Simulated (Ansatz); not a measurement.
Cost and result for the atomization energy of `C[N](C)[Sn][OH]` (12 atoms, 11 bonds).

```xyz
12

C    -0.030   -0.952   -0.546
N    -0.031    0.345    0.071
C    -0.107    1.411   -0.894
Sn    0.068    0.803    2.055
O     0.251   -1.031    2.791
H    -0.917   -1.096   -1.180
H     0.853   -1.101   -1.186
H    -0.036   -1.749    0.201
H     0.748    1.401   -1.585
H    -0.115    2.387   -0.396
H    -1.019    1.344   -1.506
H     0.335   -1.762    2.174
```

Charge 0, multiplicity 1. Correlated methods include outer-core shells of Sn, which these sets cover unevenly. Sn takes the def2 core potential. The structure was optimised at the PBE0-D4/def2-TZVP level. It is one conformer, not always the lowest. Program: Ansatz. All runs use 4 threads of an Arm Neoverse V1 on a shared host. Times are those of one run each, without the atoms' runs, and a repeat can differ threefold. Electronic energies, without spin–orbit coupling; frozen cores. CCSD(T)/CBS adds CCSD(T) − MP2 in def2-TZVPP to the MP2 limit, and its time is that of the two runs behind it. T1 = 0.017. With those shells the extrapolation isn't a true limit. B3LYP takes the VWN-RPA correlation (the form of Gaussian; ORCA's B3LYP/G).

CCSD(T)/CBS is a level of theory with its own doubt, some kJ/mol a heavy atom from the limit and from the frozen cores, so smaller differences don't rank the functionals.

| level | functions | wall time |
| --- | --- | --- |
| LDA (SPW92)/def2-TZVPP | 272 | 1.9 s |
| revPBE-D4/def2-TZVPP | 272 | 3.3 s |
| BLYP-D4/def2-TZVPP | 272 | 3.3 s |
| PBE-D4/def2-TZVPP (with forces) | 272 | 3.7 s |
| CAM-B3LYP-D4/def2-TZVPP | 272 | 5.5 s |
| B3LYP-D4/def2-TZVPP (with forces) | 272 | 7 s |
| PBE-QIDH/def2-TZVPP | 272 | 9.5 s |
| ωB97X-V/def2-TZVPP | 272 | 12 s |
| B97M-V/def2-TZVPP | 272 | 14 s |
| CCSD(T)/def2-SVP | 117 | 17 s |
| MP2/def2-QZVPP | 520 | 38 s |
| CCSD(T)/def2-TZVPP | 272 | 8.4 min |
| CCSD(T)/CBS(def2) | – | 9.1 min |

Problem. What atomization energy does each give, and how far from CCSD(T)/CBS? (Best estimate.)

Solution. Ansatz gave: 
```
                            level  atomization (kcal/mol)  difference from CCSD(T)/CBS  per bond
           LDA (SPW92)/def2-TZVPP                  1199.6                        157.5      14.3
             revPBE-D4/def2-TZVPP                  1036.6                         -5.5      -0.5
               BLYP-D4/def2-TZVPP                  1046.2                          4.1       0.4
  PBE-D4/def2-TZVPP (with forces)                  1063.6                         21.5       2.0
          CAM-B3LYP-D4/def2-TZVPP                  1043.4                          1.3       0.1
B3LYP-D4/def2-TZVPP (with forces)                  1040.9                         -1.2      -0.1
              PBE-QIDH/def2-TZVPP                  1024.4                        -17.7      -1.6
               ωB97X-V/def2-TZVPP                  1040.2                         -1.9      -0.2
                B97M-V/def2-TZVPP                  1039.5                         -2.6      -0.2
                 CCSD(T)/def2-SVP                   971.0                        -71.1      -6.5
                   MP2/def2-QZVPP                  1043.9                          1.8       0.2
               CCSD(T)/def2-TZVPP                  1009.5                        -32.6      -3.0
                CCSD(T)/CBS(def2)                  1042.1                          0.0       0.0
```

The D4 term adds +10.5 kcal/mol with B3LYP and +5.5 kcal/mol with PBE0; it sums over pairs of atoms, weighted by their polarisabilities, and B3LYP, whose exchange is more repulsive, gets the larger term. In def2-TZVPP, CCSD(T) changes the Hartree–Fock value by +294.9 kcal/mol (the triples alone add +18.3 kcal/mol) and MP2 by +309.8 kcal/mol; breaking electron pairs costs correlation energy, which Hartree–Fock lacks. From r2SCAN to r2SCAN0 (25 % exact exchange), in def2-TZVPP and without D4, the atomization energy moves by −21.6 kcal/mol: exact exchange takes away binding that semilocal exchange gives to molecules.

Spin–orbit coupling would lower the free Sn atoms strongly, and the atomization energy with them, by more than many differences here. For some Ge, Se and Sn compounds the MP2-based and the directly extrapolated limit differ by 10 to 25 kJ/mol.
